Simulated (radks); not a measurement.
The numbers below are computed, except where a source is named.
Removal energies from neutral silicon, [Ne] 3s2 3p2, by Delta-SCF beside the eigenvalue of the level emptied. Code: a radial shooting solver on a logarithmic mesh with Libxc functionals. Model: scalar-relativistic Kohn-Sham, PBEsol, spin-polarised, spherical densities, finite nucleus; Fermi nuclear charge, rms radius of each element as measured or else 0.836 A^(1/3) + 0.57 fm. Open shells are filled with parallel spins first.

3p: final configuration [Ne] 3s2 3p1; Delta-SCF (eV) 8.227; -eigenvalue (eV) 4.586
3s: final configuration [Ne] 3s1 3p2; Delta-SCF (eV) 13.294; -eigenvalue (eV) 9.656
2p: final configuration [He] 2s2 2p5 3s2 3p2; Delta-SCF (eV) 108.59; -eigenvalue (eV) 95.051
2s: final configuration [He] 2s1 2p6 3s2 3p2; Delta-SCF (eV) 151.42; -eigenvalue (eV) 138.78
